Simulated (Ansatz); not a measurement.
`O[Si](F)([SiH3])[SiH3]`. The species carries charge 0 and has multiplicity 1. Geometry: relaxed with PBE0-D4/def2-TZVP. It is one conformer, not always the lowest.

```xyz
12

O     0.253   -1.792    0.976
Si   -0.254   -0.274    0.602
F    -1.160    0.297    1.803
Si    1.565    1.205    0.395
Si   -1.592   -0.495   -1.310
H     0.901   -1.902    1.674
H     1.093    2.607    0.242
H     2.374    0.836   -0.799
H     2.436    1.116    1.601
H    -2.705   -1.452   -1.073
H    -2.156    0.834   -1.671
H    -0.755   -0.979   -2.440
```

(1) What is the dipole moment at r2SCAN/def2-TZVPP? (Estimate.)

(2) And with PBE, B3LYP, ωB97M-V? (Best estimate.)

(3) Give the Mulliken charges with r2SCAN, PBE, B3LYP in def2-TZVPP. (Best estimate.)

## Answers

(1) Computed: 1.32 D, with components (1.30, -0.25, 0.08) D in this frame, pointing from negative to positive charge.

(2) Computed: PBE 1.29 D, B3LYP 1.34 D, ωB97M-V 1.34 D.

(3) Ansatz gave: 
| atom | r2SCAN | PBE | B3LYP |
| --- | --- | --- | --- |
| O1 | -0.40 | -0.33 | -0.38 |
| Si2 | 0.65 | 0.58 | 0.65 |
| F3 | -0.32 | -0.27 | -0.32 |
| Si4 | 0.09 | 0.01 | 0.07 |
| Si5 | 0.12 | 0.05 | 0.10 |
| H6 | 0.20 | 0.19 | 0.19 |
| H7 | -0.05 | -0.03 | -0.05 |
| H8 | -0.06 | -0.04 | -0.05 |
| H9 | -0.06 | -0.04 | -0.06 |
| H10 | -0.05 | -0.03 | -0.05 |
| H11 | -0.06 | -0.04 | -0.05 |
| H12 | -0.06 | -0.04 | -0.05 |

B3LYP here is the variant with VWN-RPA as its local correlation; programs differ in this.
